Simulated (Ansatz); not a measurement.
Ansatz (a first-principles code) input (B3LYP-D3(BJ)/def2-TZVP):

Ansatz 0.2 input:
```yaml
crystal:
  periodic: [false, false, false]
  atoms:
    - {symbol: C, position_ang: [-0.22547115, -1.35960546, 0.37874602]}
    - {symbol: C, position_ang: [0.79301498, -0.88425275, -0.66511248]}
    - {symbol: C, position_ang: [1.71572048, 0.22202918, -0.14840559]}
    - {symbol: C, position_ang: [1.05125330, 1.57965516, 0.01980699]}
    - {symbol: S, position_ang: [-0.34171473, 1.60108353, 1.19445029]}
    - {symbol: C, position_ang: [-1.60368309, 0.79535554, 0.15718347]}
    - {symbol: C, position_ang: [-1.61260030, -0.72669483, 0.25705728]}
    - {symbol: H, position_ang: [0.16785943, -1.15292746, 1.37570578]}
    - {symbol: H, position_ang: [-0.35109478, -2.44149332, 0.29856105]}
    - {symbol: H, position_ang: [0.27928621, -0.54949907, -1.56890166]}
    - {symbol: H, position_ang: [1.42501208, -1.72890828, -0.94848762]}
    - {symbol: H, position_ang: [2.54502556, 0.34940774, -0.85073134]}
    - {symbol: H, position_ang: [2.13824142, -0.08802962, 0.80992253]}
    - {symbol: H, position_ang: [1.76598749, 2.29853019, 0.42072501]}
    - {symbol: H, position_ang: [0.67241014, 1.95556586, -0.93210581]}
    - {symbol: H, position_ang: [-2.56079460, 1.20329586, 0.48105612]}
    - {symbol: H, position_ang: [-1.41529740, 1.12830529, -0.86332046]}
    - {symbol: H, position_ang: [-2.11990445, -1.11808330, -0.62918544]}
    - {symbol: H, position_ang: [-2.19478953, -1.02516734, 1.13128794]}
basis:
  gaussian:
    orbitals: def2-TZVP
hamiltonian:
  xc: b3lyp
  dispersion: d3bj
relax: {f_tol: 0.002, max_steps: 150}
```

End of the output:

```
Atom 5 at    -1.604789     0.806181     0.161336 Å, force    -0.001195    -0.000146     0.001128 eV/Å
Atom 6 at    -1.609227    -0.718009     0.296186 Å, force     0.001381     0.001023    -0.000796 eV/Å
Atom 7 at     0.175658    -1.287928     1.352221 Å, force     0.000375    -0.000117     0.000027 eV/Å
Atom 8 at    -0.394393    -2.467074     0.197150 Å, force     0.000424    -0.000589     0.000491 eV/Å
Atom 9 at     0.326219    -0.586918    -1.595163 Å, force    -0.000105    -0.000153    -0.000375 eV/Å
Atom 10 at     1.464131    -1.727859    -0.926795 Å, force    -0.000462     0.000015    -0.000314 eV/Å
Atom 11 at     2.550280     0.362688    -0.825478 Å, force     0.000412     0.000555     0.000106 eV/Å
Atom 12 at     2.129571    -0.070754     0.821679 Å, force     0.000350    -0.000137    -0.000106 eV/Å
Atom 13 at     1.772438     2.316244     0.420339 Å, force     0.000205     0.000232     0.000032 eV/Å
Atom 14 at     0.715000     1.986637    -0.943658 Å, force     0.000185     0.000084    -0.000037 eV/Å
Atom 15 at    -2.575648     1.209256     0.451463 Å, force    -0.000332    -0.000020    -0.000223 eV/Å
Atom 16 at    -1.437851     1.106942    -0.874520 Å, force    -0.000217    -0.000498     0.000256 eV/Å
Atom 17 at    -2.182376    -1.116904    -0.548193 Å, force    -0.000699     0.000090    -0.000246 eV/Å
Atom 18 at    -2.159729    -0.996159     1.198329 Å, force    -0.000280     0.000605    -0.000091 eV/Å
Dipole moment:     0.050815    -0.194006    -0.294685 e Å
```
